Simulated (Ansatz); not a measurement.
Diatomic YN, closed-shell singlet (lowest of 2S+1 = 1, 3, 5, 7 at CCSD(T)/def2-TZVPP on PBE0 minima; our sources give no spin for the ground state, which may be another). No spin–orbit coupling. The T1 diagnostic near the minimum is 0.063, so single-reference values are doubtful.

Constants: fifth-degree fit in 1/R to seven points, most abundant isotopes. In def2 and cc sets the state is the lowest found near the PBE0 minimum, followed along R. The singlet is held restricted.

Run with Ansatz (an electronic-structure program). Values without a source in brackets are computed. In def2 rows elements past Kr take small-core potentials, without spin–orbit coupling.

Energies at r2SCAN/def2-TZVPP:

```json
[
 {"R (Å)": "1.644476", "E (hartree)": "-92.94802231"},
 {"R (Å)": "1.688683", "E (hartree)": "-92.95680007"},
 {"R (Å)": "1.729353", "E (hartree)": "-92.96172805"},
 {"R (Å)": "1.775327", "E (hartree)": "-92.96425190"},
 {"R (Å)": "1.821302", "E (hartree)": "-92.96407512"},
 {"R (Å)": "1.874349", "E (hartree)": "-92.96112480"},
 {"R (Å)": "1.936238", "E (hartree)": "-92.95472483"}
]
```

**Question.** With a reduced mass of 12.0976 u, find the minimum, the force constant and the constants.

**Answer.** A fifth-degree polynomial in 1/R puts the minimum at r_e = 1.7947 Å with force constant 513 N/m. Then ω_e = (1/2πc)√(k/μ) = 848 cm⁻¹ and B_e = h/(8π²cμr_e²) = 0.4326 cm⁻¹; the cubic and quartic terms give α_e = 0.0020 and ω_e x_e = 2.4 cm⁻¹.
